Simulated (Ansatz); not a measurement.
`N[SiH2][GaH2]` + H₂S → `S[SiH2][GaH2]` + NH₃ at 298.15 K and 1 bar (ligand exchange at the Si–N bond).

Isolated molecules relaxed with PBE0-D4/def2-TZVP in Ansatz; ΔE leaves out vibrations. CBS: MP2 limit from def2 TZ/QZ plus the TZ coupled-cluster correction, frozen cores. This one scheme is used for every species. For Ga outer-core shells are correlated without core-valence functions, which leaves a few kJ/mol of doubt a bond. Scalar relativity is left out up to krypton. Each species was taken in one conformer, which may not be the lowest.

```json
{"species": "`N[SiH2][GaH2]`", "CCSD(T)/CBS energy (Eh)": "-2271.33200", "H − E (kJ/mol)": "167.1", "S (J/(mol·K))": "338.0"}
{"species": "H₂S", "CCSD(T)/CBS energy (Eh)": "-398.97279", "H − E (kJ/mol)": "49.9", "S (J/(mol·K))": "205.7"}
{"species": "`S[SiH2][GaH2]`", "CCSD(T)/CBS energy (Eh)": "-2613.80410", "H − E (kJ/mol)": "124.8", "S (J/(mol·K))": "352.4"}
{"species": "NH₃", "CCSD(T)/CBS energy (Eh)": "-56.50880", "H − E (kJ/mol)": "100.5", "S (J/(mol·K))": "192.4"}
```

H − E and S are ideal-gas, rigid-rotor, harmonic terms from PBE0-D4/def2-TZVP, for one conformer and one mirror image of each species. 1 Eh = 2625.50 kJ/mol, R = 8.31446 J/(mol·K).

By hand: ΔE, ΔH, ΔS and ΔG.

ΔE = (-2613.80410) + (-56.50880) − (-2271.33200) − (-398.97279) = -0.00811 Eh = -21.3 kJ/mol. Δ(H − E) = 124.8 + 100.5 − 167.1 − 49.9 = 8.3, so ΔH = -13.0 kJ/mol. ΔS = 352.4 + 192.4 − 338.0 − 205.7 = 1.1 J/(mol·K). ΔG = -13.0 − 298.15 × (1.1)/1000 = -13.3 kJ/mol.

By hand: the equilibrium constant, and the temperature at which ΔG would vanish if ΔH and ΔS stayed fixed.

log₁₀ K = −ΔG/(RT ln 10) = 2.3. ΔH and −TΔS have one sign here, so there is no such temperature. One of them is within its doubt of zero, so this could turn.

The number of gas molecules stays the same, so ΔS is small and ΔH decides. A doubt of 5 kJ/mol in ΔE shifts log₁₀ K by 0.9 here. Other conformers and mirror images would add mixing entropy, several J/(mol·K) or more a flexible species. Modes under 60 cm⁻¹, often nearly free rotors, make the harmonic entropy too high. These are equilibria of isolated gas molecules and say nothing of rates. Largest T1 diagnostic: 0.013 (customary marks: 0.02 for closed shells, 0.045 for open ones).
